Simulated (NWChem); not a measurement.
C₂H₄Cl₂Si; SMILES C(/[SiH2]Cl)=C/Cl

```xyz
9

Cl     0.4149    -2.5652     0.0000
C     -1.0429    -1.6310     0.0000
C     -1.0397    -0.2973     0.0000
Si     0.5228     0.7296     0.0000
Cl    -0.0479     2.7241     0.0000
H     -1.9422    -2.2538     0.0000
H     -2.0172     0.1984     0.0000
H      1.3376     0.4817    -1.2209
H      1.3376     0.4817     1.2209
```
Atoms are numbered in this order, from 1.

Level: PBE0/def2-SVP (NWChem), optimised geometry, unscaled harmonic frequencies. 

```json
[
 {"frequency (cm⁻¹)": "43", "IR intensity (km/mol)": "1.1"},
 {"frequency (cm⁻¹)": "100", "IR intensity (km/mol)": "2.2"},
 {"frequency (cm⁻¹)": "177", "IR intensity (km/mol)": "2.0"},
 {"frequency (cm⁻¹)": "311", "IR intensity (km/mol)": "1.8"},
 {"frequency (cm⁻¹)": "494", "IR intensity (km/mol)": "16.8"},
 {"frequency (cm⁻¹)": "573", "IR intensity (km/mol)": "55.3"},
 {"frequency (cm⁻¹)": "600", "IR intensity (km/mol)": "22.6"},
 {"frequency (cm⁻¹)": "694", "IR intensity (km/mol)": "57.2"},
 {"frequency (cm⁻¹)": "699", "IR intensity (km/mol)": "19.1"},
 {"frequency (cm⁻¹)": "732", "IR intensity (km/mol)": "68.6"},
 {"frequency (cm⁻¹)": "815", "IR intensity (km/mol)": "36.8"},
 {"frequency (cm⁻¹)": "864", "IR intensity (km/mol)": "311.5"},
 {"frequency (cm⁻¹)": "948", "IR intensity (km/mol)": "84.0"},
 {"frequency (cm⁻¹)": "965", "IR intensity (km/mol)": "0.6"},
 {"frequency (cm⁻¹)": "1141", "IR intensity (km/mol)": "6.5"},
 {"frequency (cm⁻¹)": "1307", "IR intensity (km/mol)": "11.7"},
 {"frequency (cm⁻¹)": "1668", "IR intensity (km/mol)": "119.8"},
 {"frequency (cm⁻¹)": "2258", "IR intensity (km/mol)": "52.9"},
 {"frequency (cm⁻¹)": "2262", "IR intensity (km/mol)": "96.7"},
 {"frequency (cm⁻¹)": "3191", "IR intensity (km/mol)": "3.2"},
 {"frequency (cm⁻¹)": "3224", "IR intensity (km/mol)": "0.7"}
]
```

```
Property                                                                            Value
-----------------------------------------------------------------------  ----------------
zero-point energy                                                           33.0 kcal/mol
thermal correction to the enthalpy at 298.15 K (with zero-point energy)     37.7 kcal/mol
heat capacity Cv                                                         21.7 cal/(mol K)
entropy at 298.15 K and 1 atm (symmetry number 1)                        84.0 cal/(mol K)
dipole moment                                                                      1.74 D
```

Rigid rotor and harmonic oscillator; modes under 100 cm⁻¹ make the entropy uncertain.
